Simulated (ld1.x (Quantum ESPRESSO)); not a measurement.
## An all-electron radial function and its pseudo partner (Cd)

Columns: radius, all-electron u(r) and pseudo u(r) of the 5s shell (level -6.05 eV) of cadmium in the configuration [Kr] 4d10 5s1.75 5p0.25; PBEsol, scalar-relativistic, PAW scheme, ld1.x (Quantum ESPRESSO) 7.5.

```json
{"r (bohr)": "0.150", "all-electron": "-0.0050", "pseudo": "0.0679"}
{"r (bohr)": "0.300", "all-electron": "0.1754", "pseudo": "0.1351"}
{"r (bohr)": "0.450", "all-electron": "-0.0688", "pseudo": "0.2008"}
{"r (bohr)": "0.600", "all-electron": "-0.2658", "pseudo": "0.2644"}
{"r (bohr)": "0.750", "all-electron": "-0.2845", "pseudo": "0.3252"}
{"r (bohr)": "0.900", "all-electron": "-0.1773", "pseudo": "0.3825"}
{"r (bohr)": "1.050", "all-electron": "-0.0169", "pseudo": "0.4358"}
{"r (bohr)": "1.200", "all-electron": "0.1488", "pseudo": "0.4844"}
{"r (bohr)": "1.350", "all-electron": "0.2961", "pseudo": "0.5278"}
{"r (bohr)": "1.500", "all-electron": "0.4162", "pseudo": "0.5656"}
{"r (bohr)": "1.650", "all-electron": "0.5080", "pseudo": "0.5972"}
{"r (bohr)": "1.800", "all-electron": "0.5741", "pseudo": "0.6225"}
{"r (bohr)": "1.950", "all-electron": "0.6181", "pseudo": "0.6411"}
{"r (bohr)": "2.100", "all-electron": "0.6438", "pseudo": "0.6527"}
{"r (bohr)": "2.250", "all-electron": "0.6549", "pseudo": "0.6573"}
{"r (bohr)": "2.400", "all-electron": "0.6545", "pseudo": "0.6547"}
{"r (bohr)": "2.550", "all-electron": "0.6451", "pseudo": "0.6451"}
{"r (bohr)": "2.700", "all-electron": "0.6290", "pseudo": "0.6290"}
{"r (bohr)": "2.850", "all-electron": "0.6077", "pseudo": "0.6077"}
{"r (bohr)": "3.000", "all-electron": "0.5829", "pseudo": "0.5829"}
{"r (bohr)": "3.150", "all-electron": "0.5557", "pseudo": "0.5557"}
{"r (bohr)": "3.300", "all-electron": "0.5269", "pseudo": "0.5269"}
{"r (bohr)": "3.450", "all-electron": "0.4974", "pseudo": "0.4974"}
{"r (bohr)": "3.600", "all-electron": "0.4677", "pseudo": "0.4677"}
{"r (bohr)": "3.750", "all-electron": "0.4382", "pseudo": "0.4382"}
{"r (bohr)": "3.900", "all-electron": "0.4094", "pseudo": "0.4094"}
```

(1) How many radial nodes do the two functions have?

(2) At about which radius was the pseudo-wave matched?

(3) Is the pseudo-wave norm-conserving?

Answers

(1) The all-electron 5s function has n − l − 1 = 4 (the table is too coarse to show those close to the nucleus); the pseudo-wave has 0, since the states of the same l below it are removed with the core.

(2) 2.55 bohr, where the columns begin to agree (steps of 0.15 bohr).

(3) No, it belongs to a PAW set: the norm inside the radius is not constrained, and the difference is carried by the augmentation charge.
